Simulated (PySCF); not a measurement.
ZnFI, SMILES [F][Zn][I].

The structure is a stationary point at B3LYP-D3(BJ)/def2-TZVP. The def2 effective core potentials stand for the cores of I; spin–orbit coupling is left out.

Level of theory: B3LYP-D3(BJ)/def2-TZVP (PySCF).

Frequencies are harmonic and unscaled.

Modes within 1.5 cm⁻¹ of each other (mostly degenerate sets) share a row, with their intensities summed.

Computed normal modes with their intensities:
```
mode  ν (cm⁻¹)  IR (km/mol)  moving atoms (share of kinetic energy)
----  --------  -----------  --------------------------------------
1–2        113         34.3                         F 51 %, Zn 45 %
3          243          2.9                 Zn 42 %, I 40 %, F 18 %
4          663         98.3                         F 73 %, Zn 27 %
```
